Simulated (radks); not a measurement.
Ar3+, 15 electrons, occupied as [Ne] 3s2 3p3. Method: non-relativistic Kohn-Sham, PBE, spin-polarised, spherical densities, point nucleus; open shells are filled with parallel spins first; computed with a radial shooting solver on a logarithmic mesh with Libxc functionals.

Unscreened Slater integrals over Kohn-Sham orbitals (hartree). They are taken over the spin-up orbitals.

\begin{tabular}{lr}
integral & value \\ \hline
F0(3p,3p) & 0.64959 \\
F2(3p,3p) & 0.33188 \\
F0(3p,3s) & 0.67190 \\
G1(3p,3s) & 0.45093 \\
F0(3p,2p) & 0.87685 \\
F2(3p,2p) & 0.16552 \\
G0(3p,2p) & 0.066956 \\
G2(3p,2p) & 0.068008 \\
F0(3p,2s) & 0.86351 \\
G1(3p,2s) & 0.051350 \\
F0(3s,3s) & 0.69698 \\
F0(3s,2p) & 0.92169 \\
G1(3s,2p) & 0.074392 \\
F0(3s,2s) & 0.91107 \\
G0(3s,2s) & 0.059512 \\
F0(2p,2p) & 2.4343 \\
F2(2p,2p) & 1.1337 \\
F0(2p,2s) & 2.2805 \\
G1(2p,2s) & 1.3409 \\
F0(2s,2s) & 2.1791 \\
\end{tabular}

Derived for the open shells (J is the average intra-shell exchange parameter used in DFT+U). 3p: J = F2/5 = 0.06638 hartree.
